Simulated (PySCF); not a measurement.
C7H10NO (charge +1).
Geometry (PBE0-D3(BJ)/def2-SVP, Å), atoms numbered from 1 in this order:
```xyz
19
C7H10NO angstrom
C      4.0781   -0.8613   -1.3511
O      3.1982    0.2568   -1.3310
C      1.9493    0.1230   -0.9760
C      1.1574    1.2931   -0.9679
C     -0.1593    1.2186   -0.6008
N     -0.7294    0.0415   -0.2422
C     -2.1538   -0.0070    0.0966
C      0.0074   -1.0882   -0.2460
C      1.3361   -1.0913   -0.6022
H      4.1516   -1.3160   -0.3516
H      3.7429   -1.6046   -2.0903
H      5.0561   -0.4675   -1.6461
H      1.6032    2.2475   -1.2504
H     -0.8052    2.0978   -0.5795
H     -2.7514   -0.1594   -0.8135
H     -2.3345   -0.8304    0.7971
H     -2.4467    0.9352    0.5742
H     -0.5072   -2.0040    0.0501
H      1.8804   -2.0347   -0.5832
```

Computed with PySCF at wB97X-D/def2-SVPD, non-relativistic, on one gas-phase PBE0-D3(BJ)/def2-SVP geometry that isn't relaxed in the solvent. The solvent is an IEF-PCM continuum (Bondi radii, 1.10 Å for H, scaled by 1.2). Specific hydrogen bonds and non-electrostatic terms are outside this model.

Gas phase at wB97X-D/def2-SVPD: HOMO -13.79 eV, LUMO -4.24 eV.

Task: What does the continuum do to the energy and the frontier levels at wB97X-D/def2-SVPD in chloroform?

Result: 
```csv
solvent,ε,E(solvent) − E(gas) (kcal/mol),polarisation term (kcal/mol),distortion of the solute (kcal/mol),HOMO (eV),LUMO (eV)
chloroform,4.711,-40.39,-40.80,0.41,-10.62,-0.99
```

The first energy column is the sum of the next two and covers electrostatics alone.

Task: Which radius a makes Born's formula ΔE = −(q²/2a)(1 − 1/ε) give the value in chloroform?

Result: a = q²(1 − 1/ε)/(2|ΔE|) = 3.24 Å, with q = +1 e and |ΔE| = 0.0644 Eh; the farthest nucleus lies 4.33 Å from the centroid of the nuclei. The formula assumes a point charge at the centre of a sphere.

Task: How does the static polarisability (wB97X-D/def2-SVPD, frozen core, with the continuum's full static response) change?

Result: 
```
    medium  isotropic (au)  principal values (au)  ⟨r²⟩ of the electrons (bohr²)
       gas            89.5      55.5, 86.3, 126.8                         1355.7
chloroform           111.5     68.8, 111.0, 154.8                         1356.4
```

The isotropic value in chloroform is 1.25 times the gas-phase one; no cavity-field correction is applied. ⟨r²⟩ is taken about the centre of nuclear charge.

wB97X-D is run here without its empirical dispersion term; that term would change no orbital, density or response property at a fixed geometry.
